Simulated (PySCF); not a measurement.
**Caesium: a sound run and one with changed settings**

Sound run: Cs [Xe] 6s1, Cs+ [Xe]. Calculation: PySCF 2.14, in def2-TZVP with the def2 core potential (46 electrons) (5s3p3d, 29 functions); a scalar-relativistic core potential. The sound run starts from symmetry-adapted Hartree-Fock orbitals and uses a fine grid where one is needed.

Changed run: initial guess atom, at most 50 SCF cycles, level shift 10.0 hartree.

```json
{"species": "Cs", "method": "UHF", "sound run (hartree)": "-19.85520", "changed run (hartree)": "-19.85471", "converged": "no"}
{"species": "Cs", "method": "B3LYP", "sound run (hartree)": "-20.14958", "changed run (hartree)": "-20.14731", "converged": "no"}
{"species": "Cs", "method": "PBE", "sound run (hartree)": "-20.14714", "changed run (hartree)": "-20.14476", "converged": "no"}
{"species": "Cs+", "method": "UHF", "sound run (hartree)": "-19.72686", "changed run (hartree)": "-19.72686", "converged": "no"}
{"species": "Cs+", "method": "B3LYP", "sound run (hartree)": "-20.00235", "changed run (hartree)": "-20.00235", "converged": "no"}
{"species": "Cs+", "method": "PBE", "sound run (hartree)": "-20.00100", "changed run (hartree)": "-20.00100", "converged": "no"}
```

A level shift slows the SCF but leaves a converged energy unchanged.
